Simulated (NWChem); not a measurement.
System: InHOF2; SMILES [OH][In]([F])[F]

The following NWChem deck was run.

```
start job
memory heap 200 mb stack 900 mb global 1100 mb
geometry units angstroms
  In    -0.026169    -0.015256     0.000000
  F     -1.795008    -0.886488     0.000000
  F     -0.034696     1.945310     0.000000
  O      1.668655    -1.084828     0.000000
  H      1.416236    -2.031354     0.000000
end
basis spherical
  In library sto-3g
  F library sto-3g
  O library sto-3g
  H library sto-3g
end
dft
  xc hfexch
  iterations 150
end
driver
  maxiter 120
end
task dft optimize
task dft freq
```

Excerpt of the output:

```
             Northwest Computational Chemistry Package (NWChem) 7.3.0
             --------------------------------------------------------

 CS  symmetry detected

                             Geometry "geometry" -> ""
                             -------------------------

 Output coordinates in angstroms (scale by  1.889725989 to convert to a.u.)

  No.       Tag          Charge          X              Y              Z
 ---- ---------------- ---------- -------------- -------------- --------------
    1 In                  49.0000     0.01650065     0.00123620     0.00000000
    2 F                    9.0000    -1.93983129     0.24741081     0.00000000
    3 F                    9.0000     1.08847544     1.64280917     0.00000000
    4 O                    8.0000     0.84282034    -1.82458099     0.00000000
    5 H                    1.0000     0.11110814    -2.47590585     0.00000000

 Effective nuclear repulsion energy (a.u.)     392.9924569003

      Symmetry information
      --------------------

 Group name             Cs
 Group number              2
 Group order               2
 No. of unique centers     5

                                Z-matrix (autoz)
                                --------

 Units are Angstrom for bonds and degrees for angles

      Type          Name      I     J     K     L     M      Value
      ----------- --------  ----- ----- ----- ----- ----- ----------
    1 Stretch                  1     2                       1.97176
    2 Stretch                  1     3                       1.96058
    3 Stretch                  1     4                       2.00410
    4 Stretch                  4     5                       0.97961
    5 Bend                     1     4     5               107.32316
    6 Bend                     2     1     3               115.97311
    7 Bend                     2     1     4               121.52244
    8 Bend                     3     1     4               122.50446
    9 Torsion                  2     1     4     5          -0.00000
   10 Torsion                  3     1     4     5         180.00000

  xc_inp: hfexch multiplicative factor not found.

                           NWChem Geometry Optimization
                           ----------------------------

 maximum gradient threshold         (gmax) =   0.000450
 rms gradient threshold             (grms) =   0.000300
 maximum cartesian step threshold   (xmax) =   0.001800
 rms cartesian step threshold       (xrms) =   0.001200
 fixed trust radius                (trust) =   0.300000
 source of zmatrix                         =   autoz

          -------------------
          Energy Minimization
          -------------------

 Using diagonal initial Hessian
 Scaling for Hessian diagonals: bonds = 1.00  angles = 0.25  torsions = 0.10

          --------
          Step   0

                                 NWChem DFT Module
                                 -----------------

 Summary of "ao basis" -> "ao basis" (spherical)
 ------------------------------------------------------------------------------
       Tag                 Description            Shells   Functions and Types
 ---------------- ------------------------------  ------  ---------------------
 In                          sto-3g                 11       27   5s4p2d
 F                           sto-3g                  3        5   2s1p
 O                           sto-3g                  3        5   2s1p
 H                           sto-3g                  1        1   1s

      Symmetry analysis of basis
      --------------------------

        a'         32
        a"         11

            General Information
            -------------------
          SCF calculation type: DFT
          Wavefunction type:  closed shell.
          No. of atoms     :     5
          No. of electrons :    76
           Alpha electrons :    38
            Beta electrons :    38
          Charge           :     0
          Spin multiplicity:     1
          Use of symmetry is: on ; symmetry adaption is: on
          Maximum number of iterations: 150
          AO basis - number of functions:    43
                     number of shells:    21
          Convergence on energy requested:  1.00D-06
          Convergence on density requested:  1.00D-05
          Convergence on gradient requested:  5.00D-04

              XC Information
              --------------
                     Hartree-Fock (Exact) Exchange  1.000

      Superposition of Atomic Density Guess
      -------------------------------------

 Sum of atomic energies:       -5953.03105259

      Non-variational initial energy
      ------------------------------

 Total energy =   -5952.479726
 1-e energy   =   -9043.199348
 2-e energy   =    2697.727165
 HOMO         =      -0.247711
 LUMO         =       0.088739

      Symmetry analysis of molecular orbitals - initial
      -------------------------------------------------

  Numbering of irreducible representations:

     1 a'          2 a"

  Orbital symmetries:

     1 a'          2 a'          3 a'          4 a'          5 a"
     6 a'          7 a'          8 a'          9 a'         10 a'
    11 a"         12 a'         13 a'         14 a'         15 a'
    16 a"         17 a"         18 a'         19 a'         20 a'
    21 a"         22 a'         23 a'         24 a'         25 a'
    26 a'         27 a'         28 a'         29 a"         30 a"
    31 a'         32 a'         33 a"         34 a'         35 a"
    36 a'         37 a'         38 a"         39 a'         40 a"
    41 a'         42 a'         43 a'

   convergence    iter        energy       DeltaE   RMS-Dens  Diis-err
 ---------------- ----- ----------------- --------- --------- ---------
 d= 0,ls=0.0,diis     1  -5953.2100934610 -6.35D+03  2.89D-02  5.68D-01
 d= 0,ls=0.0,diis     2  -5953.3647766650 -1.55D-01  5.62D-03  3.44D-02
 d= 0,ls=0.0,diis     3  -5953.3734498977 -8.67D-03  2.24D-03  2.61D-03
 d= 0,ls=0.0,diis     4  -5953.3744704059 -1.02D-03  8.26D-04  2.41D-04
 d= 0,ls=0.0,diis     5  -5953.3745919042 -1.21D-04  3.20D-04  1.81D-05
  Resetting Diis
 d= 0,ls=0.0,diis     6  -5953.3746048509 -1.29D-05  4.79D-05  5.86D-07
 d= 0,ls=0.0,diis     7  -5953.3746052019 -3.51D-07  1.08D-05  5.83D-08
 d= 0,ls=0.0,diis     8  -5953.3746052337 -3.18D-08  9.17D-06  1.67D-08

         Total DFT energy =    -5953.374605233714
      One electron energy =    -9038.273479008631
           Coulomb energy =     2876.163258596078
    Exchange-Corr. energy =     -184.256841721436
 Nuclear repulsion energy =      392.992456900275

 Numeric. integr. density =        0.000000000000

                  Occupations of the irreducible representations
                  ----------------------------------------------

                     irrep           alpha         beta
                     --------     --------     --------
                     a'               28.0         28.0
                     a"               10.0         10.0

                       DFT Final Molecular Orbital Analysis
                       ------------------------------------

 Vector   36  Occ=2.000000D+00  E=-3.322197D-01  Symmetry=a"
              MO Center=  6.7D-01, -1.5D+00, -1.2D-18, r^2= 1.8D+00
   Bfn.  Coefficient  Atom+Function         Bfn.  Coefficient  Atom+Function
  ----- ------------  ---------------      ----- ------------  ---------------
    42      0.923316  4 O  pz                32     -0.255367  2 F  pz
    37     -0.242977  3 F  pz                24      0.096099  1 In d -1
    17      0.086950  1 In pz                26      0.043743  1 In d  1
    19     -0.034652  1 In d -1              13     -0.033529  1 In pz

 Vector   37  Occ=2.000000D+00  E=-3.279429D-01  Symmetry=a'
              MO Center= -1.2D-01,  7.2D-01,  4.4D-16, r^2= 3.4D+00
   Bfn.  Coefficient  Atom+Function         Bfn.  Coefficient  Atom+Function
  ----- ------------  ---------------      ----- ------------  ---------------
    36      0.472664  3 F  py                31      0.420886  2 F  py
    35      0.407947  3 F  px                30      0.400317  2 F  px
    15     -0.235849  1 In px                16     -0.232390  1 In py
    23      0.217421  1 In d -2              41      0.197788  4 O  py
    34      0.147686  3 F  s                 12      0.100972  1 In py

[...]

      ----------------------
      Optimization converged
      ----------------------

  Step       Energy      Delta E   Gmax     Grms     Xrms     Xmax
  ---- ---------------- -------- -------- -------- -------- --------
@    8   -5953.38611963 -1.3D-07  0.00005  0.00002  0.00078  0.00166
                                     ok       ok       ok       ok

                                Z-matrix (autoz)
                                --------

 Units are Angstrom for bonds and degrees for angles

      Type          Name      I     J     K     L     M      Value     Gradient
      ----------- --------  ----- ----- ----- ----- ----- ---------- ----------
    1 Stretch                  1     2                       1.87602   -0.00000
    2 Stretch                  1     3                       1.87381    0.00000
    3 Stretch                  1     4                       1.89594   -0.00000
    4 Stretch                  4     5                       0.98498    0.00005
    5 Bend                     1     4     5               111.07311   -0.00001
    6 Bend                     2     1     3               118.18775    0.00002
    7 Bend                     2     1     4               122.43140   -0.00001
    8 Bend                     3     1     4               119.38085   -0.00001
    9 Torsion                  2     1     4     5          -0.00000    0.00000
   10 Torsion                  3     1     4     5         180.00000    0.00000

                         Geometry "geometry" -> "geometry"
                         ---------------------------------

 Output coordinates in angstroms (scale by  1.889725989 to convert to a.u.)

  No.       Tag          Charge          X              Y              Z
 ---- ---------------- ---------- -------------- -------------- --------------
    1 In                  49.0000    -0.00985975    -0.00602153     0.00000000
    2 F                    9.0000    -1.87192200     0.22243196     0.00000000
    3 F                    9.0000     1.06979412     1.52548816     0.00000000
    4 O                    8.0000     0.80447558    -1.71816699     0.00000000
    5 H                    1.0000     0.12658531    -2.43276225     0.00000000

 Effective nuclear repulsion energy (a.u.)     412.4715921703

      Symmetry information
      --------------------

 Group name             Cs
 Group number              2
 Group order               2
 No. of unique centers     5

                Final and change from initial internal coordinates
                --------------------------------------------------

                                Z-matrix (autoz)
                                --------

 Units are Angstrom for bonds and degrees for angles

      Type          Name      I     J     K     L     M      Value       Change
      ----------- --------  ----- ----- ----- ----- ----- ---------- ----------
    1 Stretch                  1     2                       1.87602   -0.09574
    2 Stretch                  1     3                       1.87381   -0.08677
    3 Stretch                  1     4                       1.89594   -0.10816
    4 Stretch                  4     5                       0.98498    0.00537
    5 Bend                     1     4     5               111.07311    3.74994
    6 Bend                     2     1     3               118.18775    2.21464
    7 Bend                     2     1     4               122.43140    0.90896
    8 Bend                     3     1     4               119.38085   -3.12361
    9 Torsion                  2     1     4     5          -0.00000    0.00000
   10 Torsion                  3     1     4     5         180.00000    0.00000

 ==============================================================================
                                internuclear distances
 ------------------------------------------------------------------------------
       center one      |      center two      | atomic units |  angstroms
 ------------------------------------------------------------------------------
    2 F                |   1 In               |     3.54517  |     1.87602
    3 F                |   1 In               |     3.54099  |     1.87381
    4 O                |   1 In               |     3.58280  |     1.89594
    5 H                |   4 O                |     1.86134  |     0.98498
 ------------------------------------------------------------------------------
                         number of included internuclear distances:          4
 ==============================================================================

[second-derivative integrals and response iterations left out]

  Vibrational analysis via the FX method

  See chapter 2 in "Molecular Vibrations" by Wilson, Decius and Cross

  Vib: Default input used

[...]

 Rotational Constants
 --------------------
 A=   0.172525 cm-1  (  0.248220 K)
 B=   0.169912 cm-1  (  0.244460 K)
 C=   0.085604 cm-1  (  0.123163 K)

 Temperature                      =   298.15K
 frequency scaling parameter      =   1.0000

 Zero-Point correction to Energy  =   11.232 kcal/mol  (  0.017899 au)
 Thermal correction to Energy     =   14.784 kcal/mol  (  0.023560 au)
 Thermal correction to Enthalpy   =   15.377 kcal/mol  (  0.024504 au)

 Total Entropy                    =   78.179 cal/mol-K
   - Translational                =   41.280 cal/mol-K (mol. weight = 169.9036)
   - Rotational                   =   25.955 cal/mol-K (symmetry #  =        1)
   - Vibrational                  =   10.945 cal/mol-K

 Cv (constant volume heat capacity) =   16.623 cal/mol-K
   - Translational                  =    2.979 cal/mol-K
   - Rotational                     =    2.979 cal/mol-K
   - Vibrational                    =   10.664 cal/mol-K

[normal modes left out]

 ----------------------------------------------------------------------------
 Normal Eigenvalue ||           Projected Infra Red Intensities
  Mode   [cm**-1]  || [atomic units] [(debye/angs)**2] [(KM/mol)] [arbitrary]
 ------ ---------- || -------------- ----------------- ---------- -----------
    1       -0.000 ||    0.000166           0.004         0.162       0.080
    2       -0.000 ||    0.000124           0.003         0.121       0.060
    3       -0.000 ||    0.000080           0.002         0.078       0.039
    4        0.000 ||    0.000423           0.010         0.412       0.205
    5        0.000 ||    0.000073           0.002         0.071       0.036
    6        0.000 ||    0.000000           0.000         0.000       0.000
    7      126.793 ||    0.029788           0.687        29.039      14.462
    8      135.173 ||    0.017809           0.411        17.362       8.646
    9      158.537 ||    0.047011           1.085        45.829      22.824
   10      350.679 ||    0.048858           1.127        47.629      23.720
   11      596.551 ||    0.036378           0.839        35.463      17.661
   12      622.198 ||    0.013535           0.312        13.195       6.571
   13      635.527 ||    0.020920           0.483        20.394      10.157
   14     1001.768 ||    0.029838           0.688        29.088      14.486
   15     4233.353 ||    0.063960           1.476        62.351      31.052
 ----------------------------------------------------------------------------
```

Level: Hartree-Fock/STO-3G, non-relativistic.
